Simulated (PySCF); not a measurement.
2-pyridin-2-yl-1,3-thiazole (C₈H₆N₂S), SMILES c1ccc(-c2nccs2)nc1. Heavy atoms are numbered as in [cH:1]1[cH:2][cH:3][c:4](-[c:5]2[n:6][cH:7][cH:8][s:9]2)[n:10][cH:11]1. Hydrogens are named by the atom that carries them.

The structure is a stationary point at PBE0-D3(BJ)/def2-SVP. Other conformers were not sampled.

The numbers are results of PySCF with PBE/pcSseg-1, not measurements.

GIAO shieldings, no solvent; atoms alike by connectivity are averaged. δ = σ(ref) − σ: ¹³C against TMS (σ = 182.0 ppm); ¹⁵N against NH3 (σ = 267.0 ppm); ³³S against H2S (σ = 706.5 ppm); ¹H against TMS (σ = 31.49 ppm), references at their B3LYP-D3(BJ)/def2-TZVP geometries, non-relativistic.

| nucleus | atoms | count | δ (ppm) |
|---|---|---|---|
| ¹³C | C5 | 1 | 169.8 |
| ¹³C | C11 (CH) | 1 | 155.4 |
| ¹³C | C4 | 1 | 155.2 |
| ¹³C | C7 (CH) | 1 | 149.0 |
| ¹³C | C2 (CH) | 1 | 140.2 |
| ¹³C | C1 (CH) | 1 | 127.7 |
| ¹³C | C3 (CH) | 1 | 126.8 |
| ¹³C | C8 (CH) | 1 | 126.0 |
| ¹⁵N | N6 | 1 | 364.3 |
| ¹⁵N | N10 | 1 | 357.0 |
| ³³S | S9 | 1 | 487.9 |
| ¹H | H on C11 | 1 | 9.11 |
| ¹H | H on C7 | 1 | 8.18 |
| ¹H | H on C3 | 1 | 8.05 |
| ¹H | H on C2 | 1 | 7.88 |
| ¹H | H on C8 | 1 | 7.33 |
| ¹H | H on C1 | 1 | 7.24 |
